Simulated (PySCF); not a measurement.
B3LYP has the VWN-RPA correlation part, as in Gaussian. Excitations are Tamm–Dancoff values on a coarser integration grid. The basis has no diffuse functions, so Rydberg states are missing or too high.

Cartesian coordinates (Å):
```xyz
4

N      1.7679    -0.2260    -0.4820
C      0.6596     0.0656    -0.6226
S     -0.9320     0.5759    -0.8878
H     -1.4955    -0.4155    -0.1718
```
Charge 0, spin multiplicity 1.

### Question
What is the computed total energy, HOMO–LUMO gap, S1 excitation (TDA), HOMO, LUMO, T1 excitation (TDA), dipole moment and S1–T1 gap (TDA) (B3LYP-D3(BJ)/def2-TZVP in PySCF)?

### Answer

- total energy = -13379.64 eV
- HOMO–LUMO gap = 6.77 eV
- S1 excitation (TDA) = 5.30 eV
- HOMO = -8.05 eV
- LUMO = -1.28 eV
- T1 excitation (TDA) = 4.87 eV
- dipole moment = 3.56 D
- S1–T1 gap (TDA) = 0.43 eV
